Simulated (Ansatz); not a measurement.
Geometry optimisation, Ansatz, RHF/def2-mTZVP.

input.yaml

```yaml
crystal:
  periodic: [false, false, false]
  atoms:
    - { symbol: "N", position_ang: [-1.5081, 0.1702, -1.0245] }
    - { symbol: Al, position_ang: [-0.0676, -0.2021, 0.0803] }
    - { symbol: "N", position_ang: [0.3323, -2.0189, 0.4528] }
    - { symbol: "N", position_ang: [1.0759, 1.2194, 0.8063] }
    - { symbol: H, position_ang: [-1.1867, 0.7767, -1.8489] }
    - { symbol: H, position_ang: [-2.1851, 0.8533, -0.4822] }
    - { symbol: H, position_ang: [1.2621, -2.0081, 1.048] }
    - { symbol: H, position_ang: [0.646, -2.4552, -0.4498] }
    - { symbol: H, position_ang: [0.3605, 1.8414, 1.3954] }
    - { symbol: H, position_ang: [1.3537, 1.7719, 0.0255] }
basis:
  gaussian: { orbitals: def2-mTZVP }
hamiltonian:
  xc: hf
relax:
  f_tol: 0.02
  max_steps: 50
```

Run as:

```bash
$ ansatz run input.yaml --threads 2 --pin off --max-ram 3072MiB --backend cpu --events-out ev --progress --plain --runs-dir out
```

Q: Where does it end, and by what steps?

A: It converged. The force dipped under the threshold on the way, but the program's further checks kept it going. After 16 steps the energy has fallen by 2.340 eV; H6 moved furthest, 1.44 Å.

```json
{"step": "0", "energy less start (eV)": "0.0000", "largest force component (eV/Å)": "4.218", "accepted": "yes"}
{"step": "1", "energy less start (eV)": "-1.1136", "largest force component (eV/Å)": "1.956", "accepted": "yes"}
{"step": "2", "energy less start (eV)": "-1.6183", "largest force component (eV/Å)": "0.756", "accepted": "yes"}
{"step": "3", "energy less start (eV)": "-1.7364", "largest force component (eV/Å)": "1.300", "accepted": "yes"}
{"step": "4", "energy less start (eV)": "-1.8447", "largest force component (eV/Å)": "0.525", "accepted": "yes"}
{"step": "5", "energy less start (eV)": "-1.9654", "largest force component (eV/Å)": "0.503", "accepted": "yes"}
{"step": "6", "energy less start (eV)": "-2.1086", "largest force component (eV/Å)": "0.686", "accepted": "yes"}
{"step": "7", "energy less start (eV)": "-2.2425", "largest force component (eV/Å)": "0.411", "accepted": "yes"}
{"step": "8", "energy less start (eV)": "-2.3141", "largest force component (eV/Å)": "0.197", "accepted": "yes"}
{"step": "9", "energy less start (eV)": "-2.3372", "largest force component (eV/Å)": "0.136", "accepted": "yes"}
{"step": "10", "energy less start (eV)": "-2.3361", "largest force component (eV/Å)": "0.392", "accepted": "no"}
{"step": "11", "energy less start (eV)": "-2.3390", "largest force component (eV/Å)": "0.036", "accepted": "yes"}
{"step": "12", "energy less start (eV)": "-2.3397", "largest force component (eV/Å)": "0.064", "accepted": "yes"}
{"step": "13", "energy less start (eV)": "-2.3399", "largest force component (eV/Å)": "0.037", "accepted": "yes"}
{"step": "14", "energy less start (eV)": "-2.3400", "largest force component (eV/Å)": "0.018", "accepted": "yes"}
{"step": "15", "energy less start (eV)": "-2.3398", "largest force component (eV/Å)": "0.052", "accepted": "no"}
{"step": "16", "energy less start (eV)": "-2.3401", "largest force component (eV/Å)": "0.009", "accepted": "yes"}
```

```xyz
10
Properties=species:S:1:pos:R:3
N -1.477 0.319 -0.909
Al 0.009 -0.005 0.000
N 0.541 -1.675 0.260
N 0.961 1.340 0.649
H -1.804 1.224 -1.173
H -2.115 -0.374 -1.234
H 1.313 -1.951 0.828
H 0.115 -2.483 -0.139
H 0.692 2.300 0.623
H 1.848 1.255 1.097
```

Run time: 7.9 s on 2 threads of AMD EPYC 9R45 96-Core Processor (Zen 5) (shared host), peak memory 0.18 GiB.
